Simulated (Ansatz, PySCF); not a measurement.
The pair A = CH4O (SMILES CO) (first 6 atoms), B = CH3Cl (SMILES CCl); geometry from B3LYP-D3(BJ)/def2-TZVP.
(charge 0, multiplicity 1):
```xyz
11

C     -0.5214    -0.4572    -0.3172
O      0.1351     0.7332     0.0935
H      0.1623    -1.1503    -0.8191
H     -1.2980    -0.1669    -1.0238
H     -0.9915    -0.9787     0.5242
H      0.7973     0.4967     0.7548
C     -0.5558     0.9815     3.3346
Cl     0.9229    -0.0413     3.2054
H     -0.3179     1.8321     3.9655
H     -0.8221     1.2980     2.3308
H     -1.3401     0.3779     3.7805
```

Cores are frozen in the correlated methods. CBS: X⁻³ extrapolation of the correlation energy, Hartree–Fock from the larger set. MP2 and its Hartree–Fock in aug-cc-pV(T+d)Z are density fitted.

The values were computed with Ansatz (a first-principles code) with Gaussian orbitals; PySCF for the dispersion terms. Each number belongs to the level named beside it.

The monomers are drawn apart, rigid, along the line of their centres of mass. Counterpoise-corrected interaction energies (kcal/mol):

```
level                                                                 R = 4.403 Å  R = 5.408 Å
--------------------------------------------------------------------  -----------  -----------
PBE/def2-TZVPPD                                                           -1.4906      -0.5559
PBE-D3(BJ)/def2-TZVPPD                                                    -2.0230      -0.7334
wB97M-V/def2-TZVPPD                                                       -1.7967      -0.6870
MP2/CBS(aug-cc-pV(D+d)Z, aug-cc-pV(T+d)Z) + ΔCCSD(T)/aug-cc-pV(D+d)Z      -1.8145      -0.6776
```

Q: R is the distance of the centres of mass. Find the local exponent m of E ∝ R⁻ᵐ between the two points.

A: 
m = ln(E₁/E₂)/ln(R₂/R₁): PBE/def2-TZVPPD 4.8; PBE-D3(BJ)/def2-TZVPPD 4.9; wB97M-V/def2-TZVPPD 4.7; MP2/CBS(aug-cc-pV(D+d)Z, aug-cc-pV(T+d)Z) + ΔCCSD(T)/aug-cc-pV(D+d)Z 4.8. For scale, two fixed dipoles give m = 3, dipole and quadrupole 4, quadrupoles 5, and dispersion or dipole-induced dipole 6 at long range; at these distances several terms mix, and what is left of overlap and damping shifts m, so it need not match one of them.
